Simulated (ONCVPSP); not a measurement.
**N (Z = 7), ONCV: configuration errors across variants**

```
Element                 : nitrogen (N)
Generator               : ONCVPSP 4.0.1
Type                    : optimised norm-conserving Vanderbilt (ONCV)
Functional              : PBEsol
Relativity              : scalar-relativistic
Frozen core             : [He]
Valence charge          : 5
Reference configuration : 2s2 2p2 (charge +1)
Partial waves           : 2s: rc 0.80 bohr, ncon 4, nbas 7, qcut 10.6 1/bohr, 2 projectors, debl 1 Ha; 2p: rc 2.20 bohr, ncon 4, nbas 7, qcut 7.8 1/bohr, 1 projector
Local potential         : polynomial inside 0.65 bohr (lpopt 5, dvloc0 -1 Ha)
Core correction         : Teter function fitted to the true core (icmod 2), fcfact 0.65
```

In the s channel the program set the typed energies aside and used -1.187, 0.250 Ha.

All-electron excitation energies from the reference (eV): (1) 2s2 2p3 -13.521; (2) 2s2 2p1 28.737; (3) 2s2 2p0 75.622; (4) 2s0 2p5 9.374.

A true bound ghost makes a file unfit for plane-wave use even where its test errors are small: the radial tests pick states by their node count and pass the ghost by.

Errors AE − PS in meV (a dash: test not solved or not reliable):

```json
{"change": "base", "(1)": "+46", "(2)": "+187", "(3)": "+1200", "(4)": "+236", "bound ghosts": "s", "GHOST(+) flags above zero": "none"}
{"change": "p: rc 1.52", "(1)": "+12", "(2)": "+60", "(3)": "+444", "(4)": "+92", "bound ghosts": "s", "GHOST(+) flags above zero": "none"}
{"change": "p: rc 1.92", "(1)": "+29", "(2)": "+127", "(3)": "+849", "(4)": "+168", "bound ghosts": "s", "GHOST(+) flags above zero": "none"}
{"change": "p: rc 2.58", "(1)": "+87", "(2)": "+310", "(3)": "+1864", "(4)": "+365", "bound ghosts": "s", "GHOST(+) flags above zero": "none"}
{"change": "p: rc 2.86", "(1)": "+132", "(2)": "+427", "(3)": "+2460", "(4)": "+484", "bound ghosts": "s", "GHOST(+) flags above zero": "none"}
{"change": "p: rc 3.14", "(1)": "+203", "(2)": "+585", "(3)": "+3238", "(4)": "+637", "bound ghosts": "s", "GHOST(+) flags above zero": "none"}
```

Give the same row for: p: rc 2.16.

+43, +177, +1137, +224; bound ghosts: s; GHOST(+) flags above zero: none.
